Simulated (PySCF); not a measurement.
CrOF3, SMILES [O]=[Cr]([F])([F])[F] (connectivity only; charge and spin as stated), neutral, multiplicity 2. Atoms are numbered in the order given.

```xyz
5

Cr    -0.0314    -0.0965     0.0000
O      0.4858    -1.5184     0.0000
F     -1.6944     0.1834     0.0000
F      0.6732     0.7118    -1.3093
F      0.6732     0.7118     1.3093
```
Charge 0, spin multiplicity 2.

The structure is a stationary point at PBE0-D3(BJ)/def2-SVP. A frequency run showed that this geometry is not a minimum. The spin state was assumed, not searched.

Calculation: PBE/def2-TZVP (PySCF).

Atomic charges (e):

| atom | Löwdin | meta-Löwdin | Mulliken spin |
|---|---|---|---|
| Cr1 | 0.42 | 1.46 | 0.94 |
| O2 | -0.07 | -0.30 | -0.06 |
| F3 | -0.12 | -0.39 | 0.02 |
| F4 | -0.12 | -0.39 | 0.06 |
| F5 | -0.12 | -0.39 | 0.06 |
